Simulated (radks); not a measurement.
Q: Spherical quantum dot in the effective-mass picture: electrons in a hard-walled sphere of radius 7.38, with a point charge +1 (a donor) at the centre, all in effective atomic units (hartree* = m*/eps^2 hartree, bohr* = eps/m* bohr), one dielectric constant everywhere. Method: non-relativistic Kohn-Sham, PBE, spin-polarised, spherical densities; computed with a radial shooting solver with Libxc functionals. Levels are named by radial order and angular momentum (1s, 1p, 1d, 2s, ...), and open shells are averaged over m. Results are scaled to m* = 0.089 and eps = 8.9, for which hartree* = 30.57 meV and bohr* = 5.292 nm. At N = 6 the configuration is 1s2 1p(up 3, down 1). Does electron 7 go into 2s down or 2s up or 1p down?

A: Into 1p down. The total energies of the other choices lie higher by 0.449 meV (2s up), 0.635 meV (2s down).
